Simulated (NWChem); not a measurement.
System: C2H5FSi; SMILES C=C[SiH2]F

Here is an NWChem input.

```
start job
memory heap 200 mb stack 900 mb global 1100 mb
geometry units angstroms noautoz
  Si    -0.525964    -0.720603     0.000657
  F      1.040491    -1.221009    -0.000484
  C     -0.518676     1.144847    -0.001368
  C      0.628215     1.853719     0.000897
  H     -1.193402    -1.274583     1.228333
  H     -1.196596    -1.276915    -1.224217
  H     -1.483619     1.686717    -0.004750
  H      0.638147     2.957445    -0.000292
  H      1.610745     1.351156     0.003869
end
basis spherical
  Si library 6-31g*
  F library 6-31g*
  C library 6-31g*
  H library 6-31g*
end
dft
  xc xpbe96 cpbe96
  iterations 150
  mulliken
end
task dft energy
```

NWChem printed, in part:

```
             Northwest Computational Chemistry Package (NWChem) 7.3.0
             --------------------------------------------------------

 C1  symmetry detected

                             Geometry "geometry" -> ""
                             -------------------------

 Output coordinates in angstroms (scale by  1.889725989 to convert to a.u.)

  No.       Tag          Charge          X              Y              Z
 ---- ---------------- ---------- -------------- -------------- --------------
    1 Si                  14.0000    -0.56972073    -0.71563791     0.00059643
    2 F                    9.0000     0.98384365    -1.25473373    -0.00086684
    3 C                    6.0000    -0.51617732     1.14905786    -0.00132673
    4 C                    6.0000     0.64793950     1.82927201     0.00076181
    5 H                    1.0000    -1.25046155    -1.25297056     1.22836728
    6 H                    1.0000    -1.25417011    -1.25507556    -1.22418220
    7 H                    1.0000    -1.46738732     1.71468937    -0.00449728
    8 H                    1.0000     0.68523760     2.93241240    -0.00036800
    9 H                    1.0000     1.61770573     1.30249934     0.00352123

 Effective nuclear repulsion energy (a.u.)     157.3045370551

  pbe96 is a nonlocal functional; adding pw91lda local functional.

                                 NWChem DFT Module
                                 -----------------

 Summary of "ao basis" -> "ao basis" (spherical)
 ------------------------------------------------------------------------------
       Tag                 Description            Shells   Functions and Types
 ---------------- ------------------------------  ------  ---------------------
 Si                          6-31g*                  8       18   4s3p1d
 F                           6-31g*                  6       14   3s2p1d
 C                           6-31g*                  6       14   3s2p1d
 H                           6-31g*                  2        2   2s

            General Information
            -------------------
          SCF calculation type: DFT
          Wavefunction type:  closed shell.
          No. of atoms     :     9
          No. of electrons :    40
           Alpha electrons :    20
            Beta electrons :    20
          Charge           :     0
          Spin multiplicity:     1
          Use of symmetry is: off; symmetry adaption is: off
          Maximum number of iterations: 150
          AO basis - number of functions:    70
                     number of shells:    36
          Convergence on energy requested:  1.00D-06
          Convergence on density requested:  1.00D-05
          Convergence on gradient requested:  5.00D-04

              XC Information
              --------------
          PerdewBurkeErnzerhof Exchange Functional  1.000
            Perdew 1991 LDA Correlation Functional  1.000 local
           PerdewBurkeErnz. Correlation Functional  1.000 non-local

             Grid Information
             ----------------
          Grid used for XC integration:  medium
          Radial quadrature: Mura-Knowles
          Angular quadrature: Lebedev.
          Tag              B.-S. Rad. Rad. Pts. Rad. Cut. Ang. Pts.
          ---              ---------- --------- --------- ---------
          Si                  1.10       88          10.0       590
          F                   0.50       49          10.0       434
          C                   0.70       49          10.0       434
          H                   0.35       45          11.0       434
          Grid pruning is: on
          Number of quadrature shells:   460
          Spatial weights used:  Erf1

      Superposition of Atomic Density Guess
      -------------------------------------

 Sum of atomic energies:        -466.00131054

      Non-variational initial energy
      ------------------------------

 Total energy =    -467.474252
 1-e energy   =    -955.744445
 2-e energy   =     330.965656
 HOMO         =      -0.316000
 LUMO         =       0.001220

     ---------------------------------------------
      Total Density - Mulliken Population Analysis
     ---------------------------------------------

    Atom       Charge   Shell Charges
 -----------   ------   -------------------------------------------------------
    1 Si  14    12.99   2.00  2.00  5.97  0.91  1.37  0.26  0.32  0.17
    2 F    9     9.64   2.00  0.95  3.48  1.01  2.20  0.01
    3 C    6     6.47   2.00  0.74  1.94  0.63  1.13  0.03
    4 C    6     6.39   2.00  0.74  1.88  0.63  1.11  0.03
    5 H    1     1.09   0.47  0.62
    6 H    1     1.09   0.47  0.62
    7 H    1     0.76   0.45  0.31
    8 H    1     0.78   0.46  0.32
    9 H    1     0.79   0.46  0.32

   convergence    iter        energy       DeltaE   RMS-Dens  Diis-err
 ---------------- ----- ----------------- --------- --------- ---------
 d= 0,ls=0.0,diis     1   -468.1273581933 -6.25D+02  2.07D-02  5.92D-01
 d= 0,ls=0.0,diis     2   -468.0154389769  1.12D-01  1.30D-02  2.01D+00
 d= 0,ls=0.0,diis     3   -468.1902563860 -1.75D-01  2.32D-03  4.20D-02
 d= 0,ls=0.0,diis     4   -468.1919275557 -1.67D-03  1.42D-03  1.51D-02
 d= 0,ls=0.0,diis     5   -468.1934620511 -1.53D-03  6.33D-04  3.59D-03
  Resetting Diis
 d= 0,ls=0.0,diis     6   -468.1939813364 -5.19D-04  1.28D-04  7.90D-05
 d= 0,ls=0.0,diis     7   -468.1939935217 -1.22D-05  7.22D-05  7.63D-06
 d= 0,ls=0.0,diis     8   -468.1939921250  1.40D-06  4.41D-05  1.80D-05
 d= 0,ls=0.0,diis     9   -468.1939946014 -2.48D-06  4.15D-06  2.00D-07
 d= 0,ls=0.0,diis    10   -468.1939946176 -1.62D-08  1.25D-06  1.42D-08

         Total DFT energy =     -468.193994617613
      One electron energy =     -958.950659063550
           Coulomb energy =      377.171530377000
    Exchange-Corr. energy =      -43.719402986199
 Nuclear repulsion energy =      157.304537055136

 Numeric. integr. density =       39.999994726556

                       DFT Final Molecular Orbital Analysis
                       ------------------------------------

 Vector   18  Occ=2.000000D+00  E=-2.929874D-01
              MO Center= -3.4D-01, -9.1D-01, -3.2D-04, r^2= 2.9D+00
   Bfn.  Coefficient  Atom+Function         Bfn.  Coefficient  Atom+Function
  ----- ------------  ---------------      ----- ------------  ---------------
    23      0.399219  2 F  pz                27      0.294314  2 F  pz
     9     -0.279935  1 Si pz                62     -0.265523  5 H  s
    64      0.266140  6 H  s                 61     -0.191610  5 H  s
    63      0.191995  6 H  s                 37     -0.134777  3 C  pz
     5      0.116204  1 Si pz                41     -0.114298  3 C  pz

 Vector   19  Occ=2.000000D+00  E=-2.757055D-01
              MO Center= -2.5D-01,  4.7D-01,  4.9D-04, r^2= 3.5D+00
   Bfn.  Coefficient  Atom+Function         Bfn.  Coefficient  Atom+Function
  ----- ------------  ---------------      ----- ------------  ---------------
    36      0.360629  3 C  py                 8     -0.311783  1 Si py
    22      0.239046  2 F  py                26      0.181788  2 F  py
    50     -0.182484  4 C  py                66      0.182533  7 H  s
    38     -0.166170  3 C  s                 68     -0.163016  8 H  s
    40      0.161335  3 C  py                70      0.161905  9 H  s

 Vector   20  Occ=2.000000D+00  E=-2.459496D-01
              MO Center= -7.9D-02,  1.1D+00,  1.5D-04, r^2= 2.5D+00
   Bfn.  Coefficient  Atom+Function         Bfn.  Coefficient  Atom+Function
  ----- ------------  ---------------      ----- ------------  ---------------
    51      0.384374  4 C  pz                37      0.375634  3 C  pz
    55      0.267539  4 C  pz                41      0.249606  3 C  pz
    62     -0.182957  5 H  s                 64      0.182769  6 H  s
    61     -0.102037  5 H  s                 63      0.101945  6 H  s
     9     -0.086668  1 Si pz                13      0.064763  1 Si pz

 Vector   21  Occ=0.000000D+00  E=-4.648739D-02
              MO Center=  4.3D-02,  1.3D+00, -1.9D-04, r^2= 2.5D+00
   Bfn.  Coefficient  Atom+Function         Bfn.  Coefficient  Atom+Function
  ----- ------------  ---------------      ----- ------------  ---------------
    55      0.568526  4 C  pz                41     -0.506516  3 C  pz
    51      0.448464  4 C  pz                37     -0.375520  3 C  pz
    62      0.221890  5 H  s                 64     -0.219484  6 H  s
    13     -0.160264  1 Si pz                 9     -0.136469  1 Si pz
    15     -0.092299  1 Si d -1              61      0.070699  5 H  s

 Vector   22  Occ=0.000000D+00  E=-9.466556D-03
              MO Center= -5.8D-01, -6.4D-01,  1.3D-03, r^2= 3.9D+00
   Bfn.  Coefficient  Atom+Function         Bfn.  Coefficient  Atom+Function
  ----- ------------  ---------------      ----- ------------  ---------------
    11      0.820507  1 Si px                24     -0.454989  2 F  s
    52     -0.417552  4 C  s                  7      0.381743  1 Si px
    12     -0.361673  1 Si py                38      0.319127  3 C  s
    66      0.226188  7 H  s                 68      0.185840  8 H  s
    21      0.176904  2 F  px                64      0.170926  6 H  s

 Vector   23  Occ=0.000000D+00  E= 4.979894D-02
              MO Center= -5.2D-01, -7.2D-01,  1.1D-03, r^2= 4.5D+00
   Bfn.  Coefficient  Atom+Function         Bfn.  Coefficient  Atom+Function
  ----- ------------  ---------------      ----- ------------  ---------------
    12      1.274164  1 Si py                38     -1.045479  3 C  s
    10      0.447413  1 Si s                 11      0.410847  1 Si px
    40      0.392395  3 C  py                64      0.322994  6 H  s
    62      0.321317  5 H  s                  8      0.289347  1 Si py
    52     -0.273092  4 C  s                 66      0.241671  7 H  s

     ---------------------------------------------
      Total Density - Mulliken Population Analysis
     ---------------------------------------------

    Atom       Charge   Shell Charges
 -----------   ------   -------------------------------------------------------
    1 Si  14    13.37   2.00  2.00  5.96  0.98  1.73  0.20  0.27  0.24
    2 F    9     9.37   2.00  0.93  3.30  1.03  2.11  0.01
    3 C    6     6.28   2.00  0.68  2.03  0.60  0.95  0.02
    4 C    6     6.32   2.00  0.69  2.02  0.61  0.98  0.03
    5 H    1     1.08   0.50  0.57
    6 H    1     1.08   0.50  0.57
    7 H    1     0.84   0.52  0.32
    8 H    1     0.84   0.52  0.32
    9 H    1     0.83   0.52  0.31

     -------------------------------------------
      Total Density - Lowdin Population Analysis
     -------------------------------------------

    Atom       Charge   Shell Charges
 -----------   ------   -------------------------------------------------------
    1 Si  14    13.51   2.00  1.98  5.88  0.67  1.57  0.37  0.70  0.35
    2 F    9     9.27   1.99  0.93  3.17  0.87  2.29  0.02
    3 C    6     6.33   1.99  0.56  1.84  0.46  1.43  0.05
    4 C    6     6.23   1.99  0.56  1.82  0.45  1.34  0.06
    5 H    1     1.05   0.50  0.55
    6 H    1     1.05   0.50  0.55
    7 H    1     0.85   0.48  0.37
    8 H    1     0.86   0.49  0.38
    9 H    1     0.86   0.48  0.37

     Multipole analysis of the density
     ---------------------------------

     L   x y z        total         alpha         beta         nuclear
     -   - - -        -----         -----         ----         -------
     0   0 0 0     -0.000000    -20.000000    -20.000000     40.000000

     1   1 0 0     -0.372271     -0.186136     -0.186136      0.000000
     1   0 1 0      0.489322      0.244661      0.244661     -0.000000
     1   0 0 1      0.000184      0.000092      0.000092     -0.000000

     2   2 0 0    -22.430459    -57.191988    -57.191988     91.953518
     2   1 1 0      0.955850     -4.685642     -4.685642     10.327134
     2   1 0 1      0.005988     -0.007698     -0.007698      0.021383
     2   0 2 0    -22.286186   -128.487220   -128.487220    234.688255
     2   0 1 1     -0.003395      0.005165      0.005165     -0.013725
     2   0 0 2    -24.371747    -17.555981    -17.555981     10.740214
```

Level: PBE/6-31G* (spherical d). The geometry was optimised at PBE-D3(BJ)/def2-SVP.
